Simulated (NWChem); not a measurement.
System meant: CH₆Sn; SMILES [CH3][SnH3]

Here is an NWChem input.

```
start job
memory heap 200 mb stack 900 mb global 1100 mb
geometry units angstroms noautoz
  Sn     0.000000     0.000000    -0.310803
  C      0.000000     0.000000     1.841069
  H     -1.247127    -1.022189    -0.900365
  H      1.508805    -0.568949    -0.900365
  H     -0.261678     1.591138    -0.900365
  H     -0.960632     0.378336     2.217603
  H      0.807965     0.642764     2.217603
  H      0.152668    -1.021100     2.217603
end
basis spherical
  Sn library def2-svp
  C library def2-svp
  H library def2-svp
end
ecp
  Sn library def2-ecp
end
dft
  xc b3lyp
  iterations 150
end
tddft
  cis
  nroots 4
  notriplet
end
task tddft energy
```

End of the output:

```
 Vector   20  Occ=0.000000D+00  E= 4.786389D-02  Symmetry=e+
              MO Center=  3.1D-01, -2.1D-03, -2.5D-01, r^2= 4.9D+00
   Bfn.  Coefficient  Atom+Function         Bfn.  Coefficient  Atom+Function
  ----- ------------  ---------------      ----- ------------  ---------------
    47      1.073988  4 H  s                 15      1.021731  1 Sn py
    14      1.008816  1 Sn px                42     -0.792959  3 H  s
    52     -0.281028  5 H  s                 12      0.241413  1 Sn py
    11      0.237955  1 Sn px                46      0.187239  4 H  s
    41     -0.138401  3 H  s                 33     -0.109985  2 C  px

 center of mass
 --------------
 x =   0.00000000 y =   0.00000000 z =  -0.13038834

 moments of inertia (a.u.)
 ------------------
         264.629873115993          -0.000000000000           0.000000000000
          -0.000000000000         264.629873115993           0.000000000000
           0.000000000000           0.000000000000          39.583489638639

     Multipole analysis of the density
     ---------------------------------

     L   x y z        total         alpha         beta         nuclear
     -   - - -        -----         -----         ----         -------
     0   0 0 0      0.000000    -17.000000    -17.000000     34.000000

     1   1 0 0     -0.000000     -0.000000     -0.000000      0.000000
     1   0 1 0     -0.000000     -0.000000     -0.000000      0.000000
     1   0 0 1      0.307338     -7.837699     -7.837699     15.982735

     2   2 0 0    -26.123043    -22.880560    -22.880560     19.638077
     2   1 1 0      0.000000      0.000000      0.000000      0.000000
     2   1 0 1      0.000000      0.000000      0.000000     -0.000000
     2   0 2 0    -26.123043    -22.880560    -22.880560     19.638077
     2   0 1 1      0.000000      0.000000      0.000000      0.000000
     2   0 0 2    -25.722698    -83.912885    -83.912885    142.103072

 ------------------------------------------------------------------------
 tddft_init: non-Abelian symmetry not permitted                   0
 ------------------------------------------------------------------------
 ------------------------------------------------------------------------
  current input line :
    30: task tddft energy
 ------------------------------------------------------------------------
 ------------------------------------------------------------------------
 There is an error related to the specified geometry
 ------------------------------------------------------------------------
 For more information see the NWChem manual at https://nwchemgit.github.io

0:tddft_init: non-Abelian symmetry not permitted:Received an Error in Communication
```

Task: What is wrong, and how is it mended?

Result: The program stopped with an error. Cause: the TDDFT module takes Abelian point groups alone, and the geometry was found to have a non-Abelian one. This input runs:
```
start job
memory heap 200 mb stack 900 mb global 1100 mb
geometry units angstroms noautosym nocenter noautoz
  Sn     0.000000     0.000000    -0.310803
  C      0.000000     0.000000     1.841069
  H     -1.247127    -1.022189    -0.900365
  H      1.508805    -0.568949    -0.900365
  H     -0.261678     1.591138    -0.900365
  H     -0.960632     0.378336     2.217603
  H      0.807965     0.642764     2.217603
  H      0.152668    -1.021100     2.217603
end
basis spherical
  Sn library def2-svp
  C library def2-svp
  H library def2-svp
end
ecp
  Sn library def2-ecp
end
dft
  xc b3lyp
  iterations 150
end
tddft
  cis
  nroots 4
  notriplet
end
task tddft energy
```
It converges to -256.02448 Ha (B3LYP/def2-SVP with def2 effective core potentials on Sn, TDA).
